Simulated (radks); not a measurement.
Q: The table gives one normalised radial function P(r) = r R(r) (large component) of Mo2+ in [Kr] 4d4 (r in bohr). All-electron calculation, Dirac Kohn-Sham, PBE, spin-unpolarised, spherical densities, finite nucleus; open shells fill j = l - 1/2 first; Fermi nuclear charge, rms radius 4.4091 fm. Program: a radial shooting solver on a logarithmic mesh with Libxc functionals.

r           P
0.003258   0.0058
0.003732   0.0071
0.00431    0.0089
0.004978   0.0112
0.005749   0.0141
0.006639   0.0178
0.007607   0.0221
0.008785   0.0279
0.01015    0.0351
0.01172    0.0441
0.01342    0.0545
0.0155     0.0680
0.0179     0.0844
0.02068    0.1040
0.02388    0.1272
0.02736    0.1525
0.0316     0.1826
0.03649    0.2155
0.04214    0.2500
0.04867    0.2840
0.05576    0.3129
0.06439    0.3362
0.07437    0.3467
0.08589    0.3386
0.09919    0.3058
0.1136     0.2478
0.1312     0.1552
0.1516     0.0326
0.175     -0.1123
0.2022    -0.2650
0.2316    -0.3974
0.2675    -0.5008
0.3089    -0.5412
0.3567    -0.4987
0.412     -0.3649
0.472     -0.1612
0.5451     0.1133
0.6296     0.4111
0.7271     0.6871
0.8397     0.8992
0.962      1.0124
1.111      1.0271
1.283      0.9430
1.482      0.7889
1.698      0.6130
1.961      0.4287
2.264      0.2717
2.615      0.1548
3.02       0.0784
3.46       0.0365
3.996      0.0140
4.615      0.0045
5.33       0.0012
6.155      0.0002
7.052      0.0000
8.144      0.0000
9.405      0.0000

Which n and l does it have? It may be an empty orbital.

A: n = 4, l = 1: the number of nodes gives n - l - 1 = 2, the rise at small r points to l (for j = l - 1/2 the large component starts outside the nucleus as r^gamma with gamma = sqrt(l^2 - (Z/c)^2) = 0.95 and the r^(l+1) term takes over further out; the orbital of l - 1 with the same j starts with the same power, but with a larger coefficient, and does not steepen), and the extent must fit the shell. The curve is that of 4p1/2; the two j differ most near the nucleus, where j = l - 1/2 has the larger amplitude, and in heavy atoms j = l - 1/2 is also the more compact. 4p1/2: eigenvalue -58.325 eV, 2 radial nodes at r = 0.157, 0.515 bohr, <r> = 1.21 bohr, 90 % of the charge inside 1.79 bohr.
